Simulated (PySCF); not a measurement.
Al(Cl)2(SeH) (AlCl2HSe), SMILES [Cl][Al]([Cl])[SeH].

Geometry optimised at B3LYP-D3(BJ)/def2-SVP. The structure was generated by enumeration; whether it is a known compound was not checked. The values are those of a single conformer.

All values below come from IEF-PCM-PBE0/def2-SVP run with PySCF.

The values are the electrostatic part of the solvation free energy, E(continuum) − E(gas) at the gas-phase geometry, in a cavity of scaled van der Waals radii (PySCF's table); cavitation and dispersion terms are not included. A continuum can't describe solvent molecules that bind to the metal. In vacuum the orbital gap is 6.72 eV. The dipole moment in vacuum is 1.18 D.

| solvent | ε | ΔG(elec) (kcal/mol) | dipole (D) | gap (eV) |
|---|---|---|---|---|
| water | 78.36 | -5.4 | 1.49 | 6.82 |
| 1-octanol | 9.86 | -4.6 | 1.44 | 6.80 |
| diethylether | 4.24 | -3.6 | 1.39 | 6.78 |
